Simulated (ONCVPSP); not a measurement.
**Cutoff test, copper, ONCV**

* Element: Cu
* Generator: ONCVPSP 4.0.1
* Type: optimised norm-conserving Vanderbilt (ONCV)
* Functional: PBEsol
* Relativity: scalar-relativistic
* Frozen core: [Ne]
* Valence charge: 19
* Reference configuration: 3s2 3p6 3d9 4s2
* Partial waves: 3s+4s: rc 1.30 bohr, ncon 4, nbas 7, qcut 8.4 1/bohr, 2 projectors; 3p: rc 0.65 bohr, ncon 4, nbas 7, qcut 10.7 1/bohr, 2 projectors, debl 2 Ha; 3d: rc 1.40 bohr, ncon 4, nbas 8, qcut 9.5 1/bohr, 2 projectors, debl 3.1 Ha; f scattering state at 0.05 Ha: rc 1.25 bohr, ncon 4, nbas 9, qcut 7.7 1/bohr, 2 projectors, debl 0.4 Ha
* Local potential: polynomial inside 0.50 bohr (lpopt 5, dvloc0 4 Ha)
* Core correction: polynomial model core, fcfact 0.7

In the p channel the program set the typed energies aside and used -2.836, 0.250 Ha.

Question: For each optimised wave give the share of its norm inside rc, the residual kinetic energy above qcut (Ha) and the cutoffs (Ha) for errors of 10, 1, 0.1 and 0.01 mHa per electron.

Answer:

```tsv
wave	norm inside rc	residual KE	10 mHa	1 mHa	0.1 mHa	0.01 mHa
3s	0.970	1.2e-05	12.5	16.3	28.7	37.8
4s	0.052	2.6e-05	9.1	13.8	30.2	53.1
3p	0.419	6.1e-03	35.7	180.0	321.0	368.6
p projector 2	0.029	6.1e-04	25.4	37.3	277.4	469.8
3d	0.828	4.9e-04	37.0	43.2	106.3	135.9
d projector 2	0.113	1.9e-03	39.1	49.4	140.3	162.4
f projector 1	0.000	3.6e-08	0.0	0.1	0.2	0.4
f projector 2	0.000	6.1e-07	1.0	2.3	7.0	17.3
```

The occupied waves need 180 Ha and 321 Ha for 1 and 0.1 mHa. Rows with under 1 % of the norm inside rc give no meaningful cutoff. Note: no bound ghost flagged; GHOST(+) flagged for f at 103.5 eV, s at 218.7 eV.
